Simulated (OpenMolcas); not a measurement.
# Ni4+: moving or changing the point charges

Ni4+ among 2 point charges of -3 e arranged as a linear pair (D∞h), 2.14 Å from the ion.
```
   0.0000    0.0000    2.1400  -3.00
   0.0000    0.0000   -2.1400  -3.00
```

```yaml
Program: OpenMolcas 26.06
Method: CASSCF
Basis: ANO-RCC-VDZP [5s4p2d1f]
Scalar_Hamiltonian: DKH2, point nucleus
Active_space: 6 electrons in 5 orbitals (3d)
State_averaging: 2S+1 = 5 even, 5 roots; 2S+1 = 3 even, 45 roots; 2S+1 = 1 even, 50 roots
Spin-orbit_coupling: RASSI with atomic mean-field integrals over the reference wave functions
```

Runs around this geometry, states (labels by Λ). Energies in cm-1 above the lowest state or level, χT in cm3 K/mol.

| R (Å) | q (e) | Ground state | First state of that spin | First gap with spin-orbit (degeneracies) | χT at 300 K | First state of another spin |
| --- | --- | --- | --- | --- | --- | --- |
| 2.14 | -1.95 | 5Δ | 5Π 4952 | 408.2 (2, 2) | 5.156 | 3Σ 30777 |
| 1.96 | -3 | 5Δ | 5Π 9774 | 422.6 (2, 2) | 5.112 | 3Φ 30965 |
| 2.14 | -3 | 5Δ | 5Π 7639 | 419.3 (2, 2) | 5.125 | 3Φ 31156 |
| 2.34 | -3 | 5Δ | 5Π 5928 | 413.7 (2, 2) | 5.142 | 3Σ 31043 |

Taking the first state of the same spin as R^-n, n = -ln(5928 / 9774) / ln(2.34 / 1.96) = 2.8 between the shortest and longest distance.

Scaling the charges by -1.95 / -3 = 0.65 scales the first state of the same spin by 4952 / 7639 = 0.65; with fixed orbitals a first-order splitting would follow the charge.

Without dynamic correlation the repulsion within the d shell is too large (B by tens of per cent), so at a given field states of lower spin stand too high. Point charges give a weaker field than real ligands, and real ions of this kind are often low spin; the high spin found here belongs to the model. Point charges carry no covalency, so the field is a model and not that of real ligands. No measured value stands beside these numbers.
